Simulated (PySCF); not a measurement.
C₉H₇F₃, SMILES `FC(F)(F)/C=C/c1ccccc1` (C–C–C–C torsion 180°), neutral singlet in the gas phase. 

Cartesian coordinates (Å):
SMILES: FC(F)(/C=C/c1ccccc1)F
```xyz
19

F     -3.7465     0.9477    -0.4514
C     -3.4920    -0.2732     0.0266
F     -4.1583    -0.3987     1.1823
F     -4.0309    -1.1572    -0.8243
C     -2.0367    -0.5294     0.2162
C     -1.0961     0.3753    -0.0781
C      0.3521     0.2230     0.0695
C      1.1825     1.2915    -0.3007
C      2.5665     1.1993    -0.1817
C      3.1461     0.0329     0.3123
C      2.3325    -1.0393     0.6856
C      0.9517    -0.9463     0.5658
H     -1.8095    -1.5214     0.6150
H     -1.4300     1.3402    -0.4733
H      0.7292     2.2075    -0.6891
H      3.1952     2.0426    -0.4766
H      4.2317    -0.0439     0.4075
H      2.7816    -1.9565     1.0736
H      0.3309    -1.7942     0.8631
```
Charge 0, multiplicity 1.

All levels are single points at this geometry (PBE0-D3(BJ)/def2-SVP); Pople sets use spherical d functions. Orbital energies aren't observables, and empty levels follow the basis.

PBE0-D3(BJ)/def2-TZVP in PySCF gives HOMO (eV) = -7.10.

Q: Estimate the HOMO (eV) from each of these levels: PBE-D3(BJ)/def2-TZVP in PySCF; B3LYP/3-21G in PySCF; B3LYP/6-311+G** in PySCF; BP86/6-31G* in PySCF; HF/STO-3G in PySCF.

A: 
| level | HOMO (eV) |
|---|---|
| PBE-D3(BJ)/def2-TZVP in PySCF | -6.15 |
| B3LYP/3-21G in PySCF | -6.68 |
| B3LYP/6-311+G** in PySCF | -6.96 |
| BP86/6-31G* in PySCF | -5.87 |
| HF/STO-3G in PySCF | -7.09 |
